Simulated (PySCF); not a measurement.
Geometry:
| atom | x (Å) | y (Å) | z (Å) |
| --- | --- | --- | --- |
| N1 | 1.697 | -0.049 | 0.525 |
| Si2 | 0.507 | -0.055 | -0.684 |
| O3 | -0.373 | -1.484 | -0.682 |
| C4 | -1.748 | -1.207 | -0.832 |
| C5 | -1.990 | 0.189 | -0.241 |
| O6 | -0.826 | 0.948 | -0.481 |
| H7 | 2.642 | 0.263 | 0.347 |
| H8 | 1.540 | -0.328 | 1.485 |
| H9 | 1.200 | 0.276 | -1.953 |
| H10 | -2.342 | -1.979 | -0.316 |
| H11 | -2.025 | -1.227 | -1.903 |
| H12 | -2.862 | 0.680 | -0.702 |
| H13 | -2.179 | 0.121 | 0.848 |

Geometry: PBE0-D3(BJ)/def2-SVP; GIAO absolute shieldings from PySCF 2.14.0 with density-fitted response routines, gas phase, non-relativistic, averaged over equivalent atoms.

At BP86/pcSseg-1 (144 basis functions, 18 s wall time on 1 thread of an Arm Neoverse V1, shared host):
| atoms | σ (ppm) |
| --- | --- |
| N1 | 225.7 |
| Si2 | 357.4 |
| O3/O6 | 267.5 |
| C4/C5 | 110.7 |
| H9 | 26.58 |
| H10/H13 | 27.27 |
| H11/H12 | 27.34 |
| H7/H8 | 30.24 |

Task: What do these become at wB97X-D/pcSseg-1?

Result: 
```csv
atoms,σ at wB97X-D/pcSseg-1,change
N1,232.0,+6.3
Si2,374.6,+17.2
O3/O6,286.3,+18.8
C4/C5,118.6,+7.9
H9,27.02,+0.44
H10/H13,27.57,+0.30
H11/H12,27.62,+0.28
H7/H8,30.28,+0.04
```

The largest change is at O3/O6 (oxygen bonded to C, Si, in a 5-membered ring). Cost: 144 basis functions, 15 s wall time on 1 thread of an Arm Neoverse V2, shared host.
